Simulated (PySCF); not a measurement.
Isomers of C4H16OSi3, mass 164.051 u with the commonest isotopes. Theory: PBE0/pcSseg-1 in PySCF (dipole) on a GFN2-xTB geometry, gas phase. One conformer each, none proved a minimum here; rigid rotors.

**Question.** Order these by rotational constant B, largest first.
A. `[CH3:1][CH:2]([CH3:3])[O:4][SiH2:5][CH:6]([SiH3:7])[SiH3:8]` with C1–C2–O4–Si5 90°, C2–O4–Si5–C6 -178°, O4–Si5–C6–Si7 53°
B. `[CH3:1][C:2]([CH3:3])([CH2:4][SiH2:5][SiH3:6])[SiH2:7][OH:8]` with C1–C2–C4–Si5 59°, C2–C4–Si5–Si6 -178°, C1–C2–Si7–O8 -42°, C2–Si7–O8–H -56°
C. `[CH3:1][C@:2]([SiH3:3])([CH2:4][OH:5])[CH2:6][SiH2:7][SiH3:8]` with C1–C2–C4–O5 -59°, C2–C4–O5–H -60°, C1–C2–C6–Si7 -72°, C2–C6–Si7–Si8 -90°
D. `[OH:1][CH2:2][CH2:3][C@@H:4]([SiH3:5])[SiH2:6][CH2:7][SiH3:8]` with H–O1–C2–C3 -60°, O1–C2–C3–C4 58°, C2–C3–C4–Si5 53°, C3–C4–Si6–C7 169°, C4–Si6–C7–Si8 177°
E. `[CH3:1][CH:2]([CH3:3])[O:4][C:5]([SiH3:6])([SiH3:7])[SiH3:8]` with C1–C2–O4–C5 119°
F. `[CH3:1][SiH2:2][CH2:3][O:4][C@@H:5]([SiH3:6])[CH2:7][SiH3:8]` with C1–Si2–C3–O4 54°, Si2–C3–O4–C5 175°, C3–O4–C5–Si6 82°, O4–C5–C7–Si8 30°

**Answer.** E (853.5 MHz), F (756.8 MHz), C (640.0 MHz), B (584.7 MHz), A (556.4 MHz), D (439.8 MHz).

**Question.** Order these by rotational constant C, largest first.
A. `[CH3:1][C:2]([CH3:3])([CH2:4][SiH2:5][SiH3:6])[SiH2:7][OH:8]` with C1–C2–C4–Si5 59°, C2–C4–Si5–Si6 -178°, C1–C2–Si7–O8 -42°, C2–Si7–O8–H -56°
B. `[CH3:1][C@:2]([SiH3:3])([CH2:4][OH:5])[CH2:6][SiH2:7][SiH3:8]` with C1–C2–C4–O5 -59°, C2–C4–O5–H -60°, C1–C2–C6–Si7 -72°, C2–C6–Si7–Si8 -90°
C. `[CH3:1][SiH2:2][CH2:3][O:4][C@@H:5]([SiH3:6])[CH2:7][SiH3:8]` with C1–Si2–C3–O4 54°, Si2–C3–O4–C5 175°, C3–O4–C5–Si6 82°, O4–C5–C7–Si8 30°
D. `[CH3:1][CH:2]([CH3:3])[O:4][C:5]([SiH3:6])([SiH3:7])[SiH3:8]` with C1–C2–O4–C5 119°
E. `[OH:1][CH2:2][CH2:3][C@@H:4]([SiH3:5])[SiH2:6][CH2:7][SiH3:8]` with H–O1–C2–C3 -60°, O1–C2–C3–C4 58°, C2–C3–C4–Si5 53°, C3–C4–Si6–C7 169°, C4–Si6–C7–Si8 177°
F. `[CH3:1][CH:2]([CH3:3])[O:4][SiH2:5][CH:6]([SiH3:7])[SiH3:8]` with C1–C2–O4–Si5 90°, C2–O4–Si5–C6 -178°, O4–Si5–C6–Si7 53°

**Answer.** D (772.8 MHz), B (568.2 MHz), C (542.9 MHz), A (511.2 MHz), F (495.7 MHz), E (404.0 MHz).

**Question.** Order these by out-of-plane moment Σ m c² = (Ia + Ib − Ic)/2, largest first.
A. `[CH3:1][SiH2:2][CH2:3][O:4][C@@H:5]([SiH3:6])[CH2:7][SiH3:8]` with C1–Si2–C3–O4 54°, Si2–C3–O4–C5 175°, C3–O4–C5–Si6 82°, O4–C5–C7–Si8 30°
B. `[CH3:1][C:2]([CH3:3])([CH2:4][SiH2:5][SiH3:6])[SiH2:7][OH:8]` with C1–C2–C4–Si5 59°, C2–C4–Si5–Si6 -178°, C1–C2–Si7–O8 -42°, C2–Si7–O8–H -56°
C. `[CH3:1][CH:2]([CH3:3])[O:4][SiH2:5][CH:6]([SiH3:7])[SiH3:8]` with C1–C2–O4–Si5 90°, C2–O4–Si5–C6 -178°, O4–Si5–C6–Si7 53°
D. `[CH3:1][CH:2]([CH3:3])[O:4][C:5]([SiH3:6])([SiH3:7])[SiH3:8]` with C1–C2–O4–C5 119°
E. `[CH3:1][C@:2]([SiH3:3])([CH2:4][OH:5])[CH2:6][SiH2:7][SiH3:8]` with C1–C2–C4–O5 -59°, C2–C4–O5–H -60°, C1–C2–C6–Si7 -72°, C2–C6–Si7–Si8 -90°
F. `[OH:1][CH2:2][CH2:3][C@@H:4]([SiH3:5])[SiH2:6][CH2:7][SiH3:8]` with H–O1–C2–C3 -60°, O1–C2–C3–C4 58°, C2–C3–C4–Si5 53°, C3–C4–Si6–C7 169°, C4–Si6–C7–Si8 177°

**Answer.** D (166.02 u·Å²), E (98.40 u·Å²), B (81.54 u·Å²), A (73.17 u·Å²), C (68.69 u·Å²), F (55.32 u·Å²).

```tsv
SMILES	point group	Ia (u·Å²)	Ib (u·Å²)	Ic (u·Å²)	κ	μa (D)	μb (D)	μc (D)
OCC[C@@H]([SiH3])[SiH2]C[SiH3]	C1	212.57	1149.12	1251.05	-0.96	0.79	0.70	0.09
CC(C)(C[SiH2][SiH3])[SiH2]O	C1	287.37	864.27	988.55	-0.88	1.04	1.18	0.04
CC(C)OC([SiH3])([SiH3])[SiH3]	Cs	393.89	592.10	653.95	-0.68	0.78	0.00	0.75
C[SiH2]CO[C@@H]([SiH3])C[SiH3]	C1	409.44	667.81	930.91	-0.38	0.20	1.32	0.60
CC(C)O[SiH2]C([SiH3])[SiH3]	C1	248.48	908.37	1019.46	-0.92	1.41	0.50	0.16
C[C@]([SiH3])(CO)C[SiH2][SiH3]	C1	296.63	789.64	889.45	-0.87	0.70	0.21	0.27
```
